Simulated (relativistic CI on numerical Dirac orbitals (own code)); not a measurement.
## Ligand-field terms of d8

Computed with a parametric ligand-field model of a d^n configuration (Racah B and C, spin-orbit zeta, crystal field), exact diagonalisation.

Field parameters in Wybourne normalisation: Oh B⁴₀ = 21Dq, B⁴₄ = √(5/14) B⁴₀. The field is a parameter set, without covalency.

Question: Lowest levels for B = 980, C = 4120, ζ = 720 cm⁻¹, Oh, 10Dq = 17800 cm⁻¹?

Answer: T2 0 (S 1.00), E 15454 (S 0.21), T1 17638 (S 1.00), E 17867 (S 0.92), T2 18037 (S 1.00), A2 18232 (S 1.00), A1 25749 (S 0.84), T1 26519 (S 1.00), T2 26955 (S 1.00) cm⁻¹, with S from ⟨S²⟩ = S(S + 1). The ground level has 2.00 electrons in the cubic e pair.

Question: Lowest levels for B = 420, C = 1790, ζ = 840 cm⁻¹, Oh, 10Dq = 37650 cm⁻¹?

Answer: T2 0 (S 1.00), E 6900 (S 0.00), A1 13341 (S 0.00), E 37381 (S 1.00), T1 37412 (S 1.00), T2 37854 (S 1.00), A2 38123 (S 1.00), T2 42352 (S 0.98), E 42508 (S 1.00) cm⁻¹, with S from ⟨S²⟩ = S(S + 1). The ground level has 2.00 electrons in the cubic e pair.

Question: Lowest levels for B = 450, C = 1620, ζ = 740 cm⁻¹, Oh, 10Dq = 4400 cm⁻¹?

Answer: T2 0 (S 1.00), E 3951 (S 0.96), T1 4275 (S 1.00), T2 4842 (S 0.99), A2 5041 (S 1.00), E 6328 (S 0.43), A1 6457 (S 0.98), T1 7220 (S 1.00), T2 8070 (S 0.99) cm⁻¹, with S from ⟨S²⟩ = S(S + 1). The ground level has 2.05 electrons in the cubic e pair.

Question: Lowest levels for B = 650, C = 2960, ζ = 4050 cm⁻¹, Oh, 10Dq = 33650 cm⁻¹?

Answer: T2 0 (S 1.00), E 10562 (S 0.10), A1 20252 (S 0.13), E 32059 (S 0.99), T1 32374 (S 0.98), T2 34643 (S 0.95), A2 36923 (S 1.00), T2 41631 (S 0.93), T1 42778 (S 0.98) cm⁻¹, with S from ⟨S²⟩ = S(S + 1). The ground level has 2.03 electrons in the cubic e pair.

Question: Lowest levels for B = 500, C = 2030, ζ = 2550 cm⁻¹, Oh, 10Dq = 25150 cm⁻¹?

Answer: T2 0 (S 1.00), E 7746 (S 0.08), A1 14855 (S 0.10), E 24203 (S 0.99), T1 24378 (S 0.98), T2 25825 (S 0.97), A2 27097 (S 1.00), T2 30983 (S 0.92), T1 31718 (S 0.98) cm⁻¹, with S from ⟨S²⟩ = S(S + 1). The ground level has 2.02 electrons in the cubic e pair.
